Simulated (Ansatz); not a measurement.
The cluster Na4⁻. Total charge -1; doublet. Geometry PBE0/def2-TZVPD.

```xyz
4

Na   -1.618   -2.457   -0.657
Na    0.025    0.571    0.463
Na    0.213    3.219    2.511
Na    1.380   -1.333   -2.317
```

LC-ωPBE has ω = 0.4 bohr⁻¹. At HF/def2-TZVPD, PBE0/def2-TZVPD, LC-ωPBE/def2-TZVPD the charge -1 doublet is spin-contaminated (final ⟨S²⟩ up to 1.76, 0.75 for a pure state). At LDA (SPW92)/def2-TZVPD, BLYP/def2-TZVPD the highest occupied level of the charge -1 doublet lies above zero (up to 0.46 eV). By energy differences its removal costs 1.05 eV (vertical, to the charge 0 singlet, at PBE0/def2-TZVPD). The structure comes from a short search, and lower isomers may exist.

Q: Estimate the α-spin orbital energies around the gap (eV) in Ansatz with HF/def2-TZVPD, LDA (SPW92)/def2-TZVPD, BLYP/def2-TZVPD, PBE0/def2-TZVPD, LC-ωPBE/def2-TZVPD.

A: 
```csv
orbital,HF/def2-TZVPD,LDA (SPW92)/def2-TZVPD,BLYP/def2-TZVPD,PBE0/def2-TZVPD,LC-ωPBE/def2-TZVPD
HOMO−9,-38.18,-25.24,-25.08,-28.54,-30.92
HOMO−8,-38.18,-25.23,-25.08,-28.54,-30.92
HOMO−7,-38.17,-25.23,-25.07,-28.53,-30.90
HOMO−6,-38.16,-25.21,-25.06,-28.52,-30.88
HOMO−5,-38.00,-25.08,-24.86,-28.36,-30.70
HOMO−4,-37.98,-25.08,-24.86,-28.36,-30.70
HOMO−3,-37.98,-25.08,-24.86,-28.36,-30.70
HOMO−2,-2.98,-0.95,-0.67,-1.49,-3.31
HOMO−1,-2.04,-0.18,0.05,-0.55,-2.07
HOMO,-1.40,0.26,0.46,-0.17,-1.53
LUMO,2.28,0.74,0.96,1.14,2.15
LUMO+1,2.37,1.12,1.38,1.46,2.25
LUMO+2,2.45,1.31,1.45,1.60,2.27
LUMO+3,2.45,1.37,1.56,1.66,2.39
LUMO+4,2.48,1.48,1.65,1.75,2.46
LUMO+5,2.52,1.54,1.69,1.84,2.46
β HOMO,-1.68,-0.13,0.08,-0.52,-1.95
β LUMO,2.31,0.65,0.86,1.23,2.17
```
